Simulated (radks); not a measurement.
Results of a calculation; reference values are marked as such.
The nuclear charge of neutral magnesium is varied continuously with 12 electrons held in [Ne] 3s2. Level of theory: scalar-relativistic Kohn-Sham, r2SCAN, spin-polarised, spherical densities, finite nucleus; meta-GGA in the generalised Kohn-Sham scheme; Fermi nuclear charge, rms radius 3.057 fm (a radial shooting solver on a logarithmic mesh with Libxc functionals). By the Hellmann-Feynman theorem dE/dZ = E(electron-nucleus)/Z, the electronic potential at the nucleus (averaged over a nucleus of fixed radius). The scalar-relativistic energy here is not variational (the density holds large components alone), so the two differ by a part that grows with Z.

Z = 11.75: E (hartree) -190.49373; E(electron-nucleus)/Z (hartree) -38.9618; HOMO 3s; e(HOMO) (eV) -2.918; <r> HOMO (bohr) 3.504
Z = 12: E (hartree) -200.37071; E(electron-nucleus)/Z (hartree) -40.0434; HOMO 3s; e(HOMO) (eV) -4.818; <r> HOMO (bohr) 3.177
Z = 12.25: E (hartree) -210.51781; E(electron-nucleus)/Z (hartree) -41.1220; HOMO 3s; e(HOMO) (eV) -6.988; <r> HOMO (bohr) 2.922
Z = 12.5: E (hartree) -220.93442; E(electron-nucleus)/Z (hartree) -42.1986; HOMO 3s; e(HOMO) (eV) -9.410; <r> HOMO (bohr) 2.714
Z = 12.75: E (hartree) -231.62011; E(electron-nucleus)/Z (hartree) -43.2738; HOMO 3s; e(HOMO) (eV) -12.071; <r> HOMO (bohr) 2.541
Z = 13: E (hartree) -242.57458; E(electron-nucleus)/Z (hartree) -44.3478; HOMO 3s; e(HOMO) (eV) -14.962; <r> HOMO (bohr) 2.394

The central difference of E at Z = 12 is -40.048 hartree, to compare with the third column; the second derivative is -4.32 hartree.
